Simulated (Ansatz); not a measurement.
Molecule: 2-fluoro-1-methylpyrrole, C5H6FN (charge 0, singlet). SMILES: c1n(c(cc1)F)C
Coordinates optimised at B3LYP-D3(BJ)/def2-TZVP (Ansatz, a quantum-chemistry and plane-wave program):
```
N
C 1 1.3616
F 2 1.3364 1 118.83
C 2 1.3656 3 130.25 1 -179.73
H 4 1.0756 2 126.40 3 0.62
C 1 1.3824 2 107.47 3 179.70
C 6 1.3709 1 108.24 2 0.49
H 6 1.0759 7 131.34 4 -179.94
H 7 1.0768 6 125.76 8 -0.56
C 1 1.4476 2 125.73 3 4.13
H 10 1.0881 1 108.86 2 -157.43
H 10 1.0883 11 108.82 1 -119.73
H 10 1.0922 11 109.03 12 -118.51
```

PBE beside other levels, property by property. Valence correlation only, unless marked. Open shells are spin-unrestricted. No spin-orbit coupling. Non-relativistic. CBS marks a two-point X^-3 extrapolation of the correlation energy; Hartree-Fock from the larger set. [CCSD(T)-MP2]/basis is that difference in the basis named. Atomisation energies are electronic, to ground-state atoms; the column to compare with has the core term from cc-pwCVTZ added, other frozen-core levels have none. Vertical energies are electronic, to the SCF solution reached for that spin. The coupled-cluster column (Ansatz) is a level with limits of its own: (a) RI-MP2/CBS(aug-cc-pVTZ,aug-cc-pVQZ)+[CCSD(T)-MP2]/aug-cc-pVTZ; (b) CCSD(T)/CBS(cc-pVTZ,cc-pVQZ).

| property | PBE/def2-TZVPD (Ansatz) | CAM-B3LYP/def2-TZVPD (Ansatz) | wB97M-V/def2-TZVPD (Ansatz) | RI-MP2/CBS(aug-cc-pVTZ,aug-cc-pVQZ) (Ansatz) | coupled cluster |
|---|---|---|---|---|---|
| atomisation energy (kcal/mol) | 1417.7 | 1371.4 | 1373.3 | 1405.0 | 1370.3 (b) |
| vertical ionisation energy to the doublet (eV) | 8.04 | 8.15 | 8.12 | 8.60 | 8.30 (a) |

As the rows show:
- atomisation energy: PBE lies 47.4 kcal/mol above coupled cluster.
- vertical ionisation energy to the doublet: PBE lies 0.26 eV below coupled cluster.
